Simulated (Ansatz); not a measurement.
Total energies of CH2F3Si, SMILES `[CH2][Si](F)(F)F` radical.

```
atom   x (Å)   y (Å)   z (Å)
  C1   0.010  -1.118  -0.053
 Si2  -0.007   0.691   0.036
  F3  -1.397   1.219   0.558
  F4   0.243   1.372  -1.365
  F5   1.117   1.224   1.005
  H6  -0.892  -1.696  -0.215
  H7   0.926  -1.692   0.033
```

Charge 0, multiplicity 2. The geometry is a stationary point of PBE0-D4/def2-TZVP. Basis def2-TZVPP, the Gaussian-basis code of Ansatz.

RPA on PBE orbitals: Hartree–Fock energy of these orbitals -626.57676 Eh, correlation -1.53260 Eh (frozen core).

| functional | energy without D4 (Eh) | D4 term (kJ/mol) |
| --- | --- | --- |
| LDA (SPW92) | -625.22167 | – |
| BLYP | -628.61146 | -28.3 |
| r2SCAN | -628.49117 | -2.9 |
| B97M-V | -628.47562 | – |
| B3LYP | -628.67681 | -20.4 |
| r2SCAN0 | -628.44604 | -3.4 |
| HSE06 (plane-wave form) | -628.17798 | -9.7 |
| LC-ωPBE | -628.37727 | – |
| ωB97M-V | -628.54973 | – |
| B2PLYP | -628.34987 | – |

**Question.** Give the same for PBE, revPBE, PBE0, r2SCANh, BHLYP, CAM-B3LYP, ωB97X-V, PBE-QIDH. (An estimate is asked.)

**Answer.** The calculation gave: 
```
functional  energy without D4 (Eh)  D4 term (kJ/mol)
       PBE              -628.16173             -12.5
    revPBE              -628.46616             -40.2
      PBE0              -628.19869             -10.4
   r2SCANh              -628.47265              -3.1
     BHLYP              -628.53507             -15.1
 CAM-B3LYP              -628.58089             -10.5
   ωB97X-V              -628.49375                 –
  PBE-QIDH              -628.08063                 –
```

B3LYP takes the VWN-RPA correlation (the form of Gaussian; ORCA's B3LYP/G). HSE06 is the plane-wave form, built on full-range PBE exchange. The double hybrids freeze the cores in their second-order part.

LC-ωPBE has ω = 0.4 bohr⁻¹.
